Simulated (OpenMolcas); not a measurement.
Ag VIII: the spin-orbit constant, worked from levels

```
Program             : OpenMolcas
Basis               : ANO-RCC-VTZP [7s6p4d2f1g]
Scalar Hamiltonian  : DKH2, point nucleus
Active space        : 10 electrons in 8 orbitals (RAS1 4p, at most 2 holes; RAS2 4d)
State averaging     : 2S+1 = 5 even, 5 roots; 2S+1 = 3 even, 45 roots; 2S+1 = 1 even, 49 roots
Spin-orbit coupling : state interaction with AMFI integrals over the reference wave functions, term energies averaged over their components
```

Methods: RASSCF; MS-RASPT2, IPEA 0.25 Eh, imaginary shift 0.1 Eh (closed shells correlated: 4s). Measured levels: Atoms 5, 11 (2017), spectra Ag VII to Ag IX.

**The spin-orbit constant.** For the Hund term 5D of d4, E(J) = (A/2) J(J+1) + constant and ζ = 2S·A = 4A. From J = 0 to J = 4 the energy changes by 10 A.

```json
{"Source": "RASSCF", "E(4) - E(0)": "7437.8", "A": "743.8", "ζ": "2975"}
{"Source": "MS-RASPT2", "E(4) - E(0)": "7348.0", "A": "734.8", "ζ": "2939"}
{"Source": "measured", "E(4) - E(0)": "7443.0", "A": "744.3", "ζ": "2977"}
```

All in cm-1. MS-RASPT2 is off by -1.3 % and RASSCF by -0.1 %. Both methods take the spin-orbit matrix elements from the reference wave functions, so the second can move ζ only through the term energies and any multistate remixing. Second-order mixing with other terms is absorbed into this ζ.

CASPT2 does not keep the components of a term degenerate, so their means are used; among the terms shown or strongly mixed into the levels shown the widest spread is 62 cm-1 (4d4 5D, MS-RASPT2). Active for correlation alone: 4p; no level in the range computed is led by a configuration that opens it, so any true level of that kind is missing. Without dynamic correlation excited terms often stand tens of per cent too high (terms of higher spin than the ground term too low), and those without a measured partner can miss by more than the paired ones (holds for RASSCF). Measured partners are found by configuration, term and J. A level has none where our copy of the source lacks it or the pairing is in doubt (some pairs that miss far off the trend of their configuration count as doubtful), and it then counts in no deviation. Levels of configurations outside the active space are missing.
